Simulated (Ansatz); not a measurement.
Basis-set series for CH4FSeSn, SMILES `[CH3][Sn]([F])[SeH]` radical. Total charge 0; spin multiplicity 2. Sn: def2 effective core potential. The geometry is a stationary point of PBE0-D4/def2-TZVP. It is one conformer, not always the lowest.

```csv
functional,basis,functions,energy (Eh),HOMO (eV),LUMO (eV)
PBE0-D4,def2-TZVPP,216,-2755.90216,-6.32,-3.68
PBE0-D4,def2-QZVPP,405,-2755.96346,-6.34,-3.70
ωB97M-V,def2-TZVPP,216,-2756.08315,-8.29,-2.00
ωB97M-V,def2-QZVPP,405,-2756.14264,-8.31,-2.05
```

Problem. Give the rows for def2-SVP. (Estimate.)

Solution. Ansatz gave: 
```
functional     basis  functions  energy (Eh)  HOMO (eV)  LUMO (eV)
   PBE0-D4  def2-SVP        106  -2755.42101      -6.19      -3.57
   ωB97M-V  def2-SVP        106  -2755.59652      -8.15      -1.83
```

HOMO and LUMO are taken over both spins. Scalar relativity is left out up to krypton.
